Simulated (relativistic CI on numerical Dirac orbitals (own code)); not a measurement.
A ladder of approximations for the levels of Co V

Calculated with a relativistic CI code on KLI orbitals (one set per configuration, finite nucleus), adding one ingredient at a time: step 1, Dirac-Coulomb, each configuration alone; step 2, with Breit and QED terms; step 3, with configuration mixing; step 4, with scaled Slater integrals (0.85); step 5, with a P86 correlation estimate; step 6, tied to the ionisation limit. P86 is a density functional for the correlation energy, evaluated here for each configuration and added to its levels. Step 6 is semi-empirical: configurations made of the next ion and one excited electron move by 2871 cm⁻¹, so that their limit matches the tabulated ionisation energy, and those with a non-penetrating f or g electron also take the P86 value of the least penetrating other one.

Configurations in the expansion (outside the closed core [Ne]): 3s2 3p6 3d5, 3s2 3p6 3d4 4s, 3s2 3p6 3d4 4p, 3s2 3p5 3d6, 3s2 3p6 3d4 4d, 3s2 3p6 3d4 5s, 3s2 3p6 3d4 5p, 3s2 3p6 3d4 4f, 3s2 3p6 3d4 5d, 3s2 3p6 3d3 4s 4p, 3s2 3p6 3d4 5f, 3s 3p6 3d6, 3s2 3p6 3d3 4s2, 3s2 3p6 3d2 4s2 4p, 3s2 3p6 3d2 4s2 4d, 3s2 3p6 3d2 4s2 5s, 3s2 3p6 3d2 4s2 5p, 3s2 3p6 3d3 4p2, 3s2 3p6 3d2 4s 4p2, 3s2 3p6 3d2 4p3, 3s2 3p6 3d2 4p2 4d, 3s2 3p6 3d2 4p2 5s, 3s2 3p6 3d2 4p2 5p.

Computed minus measured energy above the ground level, in cm⁻¹, for 19 of the 43 excited levels that pair in every step (one J of a term; a digit in brackets numbers repeated terms):

```
 Configuration   Term     J  Measured  Step 1  Step 2  Step 3  Step 4  Step 5  Step 6
   3s2 3p6 3d5     4G  11/2     37218    4643    4489    4236   -1883   -1888   -1889
   3s2 3p6 3d5     4P   5/2     40753    7285    7366    6325    -618    -618    -620
   3s2 3p6 3d5     4D   7/2     44709    7302    7273    5868   -1478   -1479   -1481
   3s2 3p6 3d5  2D(3)   5/2     57083    9680    9828    8156   -1427   -1431   -1434
   3s2 3p6 3d5  2F(1)   7/2     59455    9713    9676    8264   -1580   -1584   -1587
   3s2 3p6 3d5     4F   9/2     60830    9323    9271    8790   -1615   -1612   -1612
   3s2 3p6 3d5     2H   9/2     64742    8514    8487    8378   -2518   -2523   -2526
   3s2 3p6 3d5  2G(2)   7/2     66229    9556    9484    8112   -2712   -2716   -2719
   3s2 3p6 3d5     2S   1/2     76864   13416   13445   10379   -2180   -2181   -2183
   3s2 3p6 3d5  2G(1)   9/2     95709   14261   14199   13141   -2999   -2995   -2995
3s2 3p6 3d4 4s     6D   1/2    205879   -1334    -880    -319   -3430    3197    6065
3s2 3p6 3d4 4s     4D   1/2    216820    1045    1495    1243   -3687    2945    5810
3s2 3p6 3d4 4s     4P   1/2    235200    3636    4171    4435   -3860    2769    5635
3s2 3p6 3d4 4s     4H   7/2    235961     832    1157    1510   -6309     319    3186
3s2 3p6 3d4 4s     4F   7/2    238259    3276    3595    3902   -4569    2060    4926
3s2 3p6 3d4 4s     4G   5/2    241174    3318    3664    3887   -5008    1620    4487
3s2 3p6 3d4 4s     2P   1/2    242340    4954    5443    5338   -4065    2566    5432
3s2 3p6 3d4 4s     2H   9/2    242765    2089    2356    2367   -6554      77    2943
3s2 3p6 3d4 4s     2G   7/2    248099    4724    4996    4831   -5171    1461    4326
```

Mean absolute errors in cm⁻¹, over all paired levels and for the configurations:

```csv
"Configuration, levels",Step 1,Step 2,Step 3,Step 4,Step 5,Step 6
"all, 43",5255,5349,4876,3397,1988,3655
"3s2 3p6 3d5, 18",9260,9243,8152,1827,1828,1830
"3s2 3p6 3d4 4s, 25",2371,2546,2518,4527,2102,4968
```

Measured levels: Sugar and Corliss, J. Phys. Chem. Ref. Data 10, 1097 (1981). Some J values or terms of the table were assigned by a fit.

**Question.** What does each ingredient do to the ground and the excited configurations, and where is the model closest to experiment?

**Answer.** Terms of the ground configuration are off by 9260 at first, 8152 with mixing and 1827 after scaling, which stands in for the correlation that narrows term splittings. Mixing lowers the ground level by 672; relative to it the configurations that move most are 3s2 3p6 3d4 4s by +197. The P86 estimate moves 3s2 3p6 3d4 4s by +6629, and takes the mean absolute error of the excited configurations from 4527 to 2102. Step 6 takes that error from 2102 to 4968; it grows for 3s2 3p6 3d4 4s. The shift fits the limit, so it does little for low levels whose errors differ from those near the limit. The mean absolute error is lowest at step 5 (1988 cm⁻¹), and the largest single drop is from step 3 to 4 (4876 to 3397).
